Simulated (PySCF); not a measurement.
# Bond length, frequency and bond energy of HgI by level of theory

State: ²Σ⁺ (doublet), unpaired electrons σ ↑. Set-up: PySCF, scalar-relativistic core potentials, basis sets Hg def2-TZVPP with ECP60, I def2-TZVPP with ECP28. De refers to Hg + I in their high-spin ground configurations, without counterpoise correction. The functionals are run spin-unrestricted. A positive dipole means Hg(−)I(+).

```csv
Level,Re (Å),ωe (cm⁻¹),De (eV),μ (D)
UHF,2.768,131,0.273,-3.10
UHF-MP2,2.695,130,0.371,n/a
UHF-SCS-MP2,2.741,116,0.205,n/a
LDA,2.694,141,1.07,-1.76
PBE,2.793,118,0.68,-2.05
r²SCAN,2.746,130,0.75,-2.10
M06-L,2.863,104,0.63,-2.30
TPSSh,2.769,124,0.69,-2.27
B3LYP,2.832,109,0.492,-2.23
PBE0,2.751,128,0.68,-2.28
ωB97X-V,2.730,135,0.65,-2.48
```

The bond length runs from 2.694 Å (LDA) to 2.863 Å (M06-L). De spans 0.20 eV (UHF-SCS-MP2, perturbation theory) to 1.07 eV (LDA, local density).

Correlated steps freeze 4 core orbitals. These are scalar-relativistic numbers at best; spin–orbit coupling would shift them, the dissociation energy most. The state was picked by a PBE0 search and need not be the measured ground state.

The whole job (state search and all levels along the bond) took about 2.7 min on 2 threads of Intel Xeon 6975P-C (shared host), peak memory 4.6 GiB.
